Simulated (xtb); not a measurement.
In(OH)2(SMe) (CH₅InO₂S), SMILES C[S][In]([OH])[OH]. All values are semi-empirical tight-binding results from xtb (GFN2-xTB unless named), good for trends rather than for accurate numbers. The structure is a stationary point at GFN2-xTB. The structure was generated by enumeration; whether it is a known compound was not checked. One conformer was computed; it need not be the lowest.

Optimised geometry:

Bond lengths (Å): In1–O2 1.963, In1–O4 1.970, In1–S6 2.407, O2–H3 0.957, O4–H5 0.955, S6–C7 1.828, C7–H8 1.086, C7–H9 1.086, C7–H10 1.086. Angles (°): O2–In1–O4 115.7, O2–In1–S6 129.1, O4–In1–S6 115.2, In1–O2–H3 114.3, In1–O4–H5 114.4, In1–S6–C7 98.6, S6–C7–H8 110.2, S6–C7–H9 105.9, S6–C7–H10 109.8, H8–C7–H9 110.2, H8–C7–H10 110.5, H9–C7–H10 110.1.

For metal compounds this method's bond lengths and energies can be far off.

```json
{
 "orbital_gap": "2.05 eV",
 "zero_point_energy": "37.9 kcal/mol",
 "G − E(el) at 298.15 K (modified RRHO)": "14.8 kcal/mol"
}
```

Task: Give the atomic charges and the Wiberg bond orders between heavy atoms. (Estimate from the structure and the level; the computed values follow.)

Result: charges (e) In1 0.36, O2 -0.51, H3 0.31, O4 -0.53, H5 0.30, S6 -0.11, C7 -0.07, H8 0.09, H9 0.08, H10 0.08. Bond orders In1–O2 0.96, In1–O4 0.94, In1–S6 0.89, S6–C7 1.00.
